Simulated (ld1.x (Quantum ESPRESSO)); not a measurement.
Transferability test, TM potential for Mo

| Quantity | Value |
| --- | --- |
| Element | Mo (Z = 42) |
| Generator | ld1.x (Quantum ESPRESSO) 7.5 |
| Type | norm-conserving Troullier–Martins (Kleinman–Bylander form) |
| Functional | PBEsol |
| Relativity | scalar-relativistic |
| Frozen core | [Kr] |
| Valence charge | 6 |
| Reference configuration | 4d5.5 5s0.5 5p0 |
| Partial waves | 5s (bound): rc 3.15 bohr; 4d (bound): rc 1.60 bohr; 5p (bound, empty): rc 4.10 bohr |
| Local potential | the p channel |
| Core correction | none |

Energies are relative to the spin-unpolarised reference configuration 4d5.5 5s0.5 5p0; without spin polarisation the order of configurations can differ from experiment.

| valence configuration | charge | ΔE all-electron (eV) | error AE − PS (meV) |
| --- | --- | --- | --- |
| 4d5 5s1 5p0 | 0 | -0.287 | -15 |
| 4d5 5s0 5p0 | +1 | 6.618 | -18 |
| 4d4 5s0 5p0 | +2 | 22.073 | -235 |
| 4d5 5s0 5p1 | 0 | 2.902 | -22 |
| 4d2 5s0 5p0 | +4 | 88.272 | -1233 |
| 4d6 5s0 5p0 | 0 | 0.487 | -15 |

(1) What are ΔE and the potential's error for 4d4 5s1 5p0?

Levels in the configuration 4d5 5s1 5p0:

```json
{"level": "4d", "all-electron (eV)": "-3.769", "pseudo (eV)": "-3.821"}
{"level": "5s", "all-electron (eV)": "-4.119", "pseudo (eV)": "-4.108"}
```

Answers

(1) ΔE = 7.797 eV all-electron; the error (AE − PS) is -124 meV.

ld1.x printed “convergence not achieved” for 2 of the counted tests; their residual had stalled under 1e-8, short of the target of 1e-14.
